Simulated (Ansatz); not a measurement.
The cluster Pb₃S₈, relaxed as a singlet with RKS PBE-D4/def2-SVP in Ansatz, starting from the GFN1-xTB geometry. Force threshold 0.03 eV/Å.

In the def2 sets Pb takes a core potential; there is no spin–orbit coupling. The structure comes from a short search, and lower isomers may exist.

Start:

```xyz
11

Pb    0.2360   -2.0098   -0.9653
Pb    0.0743    0.9052    2.5509
Pb   -0.2763    2.6280   -0.7904
S     1.8668    1.6949    0.6384
S    -2.0213   -2.1464    1.5154
S     2.4633    0.0537   -0.4898
S     1.9097    0.5526   -2.3938
S    -0.0043   -1.6116    1.6569
S    -1.7756    1.8137    1.0690
S    -0.1490    0.3455   -2.2494
S    -2.3237   -2.2259   -0.5420
```

(1) Estimate the energy that the relaxation releases and the steps that it takes.

(2) Does the start keep its bonding?

(3) Predict the relaxed structure.

Results:

(1) 1.18 eV, in 23 steps; 4.6 min on 4 threads of Intel Xeon on a shared host. No frequencies were taken in this run, so the end may be a saddle point.

(2) Bonds lost: Pb1–S10 (atoms count from 1). Bonds formed: Pb1–S9, Pb2–S5 (atoms count from 1).

(3) 
```csv
atom,x (Å),y (Å),z (Å)
Pb1,-0.766,-1.251,-1.006
Pb2,-0.464,0.568,2.354
Pb3,-0.044,2.873,-0.795
S4,1.914,1.653,0.732
S5,-1.625,-2.172,2.243
S6,2.211,-0.120,-0.420
S7,2.407,0.619,-2.369
S8,0.447,-1.869,1.518
S9,-1.811,1.045,0.082
S10,0.466,1.178,-2.885
S11,-2.735,-2.525,0.544
```
Bond lengths (bridged metal pairs left out): 9 × Pb–S 2.68 to 2.98 Å; 5 × S–S 2.06 to 2.22 Å.
